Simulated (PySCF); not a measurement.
# Tb²⁺: excitation energy

Tb²⁺ [Xe] 4f9 (high-spin determinant) → Tb²⁺ [Xe] 4f8 6s1 (8F), as a difference of total energies. Computed with PySCF 2.14 in cc-pVDZ-X2C (8s7p5d3f1g, 84 functions), with scalar relativity by spin-free X2C-1e. Correlated levels: valence: [Kr] 4d10 frozen. The calculations carry no spin-orbit coupling.

| method | excitation energy (eV) |
| --- | --- |
| UHF | -1.043 |
| MP2 (valence) | 1.584 |
| SCS-MP2 (valence) | 1.494 |
| CCSD (valence) | 0.989 |
| CCSD(T) (valence) | 1.137 |

Q: How much does correlation contribute at CCSD(T) (valence)?

A: 1.137 − (-1.043) = 2.180 eV, measured against UHF.

A first-order spin-orbit estimate (lowest level to lowest level, LS coupling) adds 0.204 eV.

The basis was made for the ground configuration and has no added diffuse functions, so the excitation energy can come out too high.

The determinant of the lower state mixes LS terms, which raises its energy above the lowest term, most at the Hartree-Fock and MP2 levels.
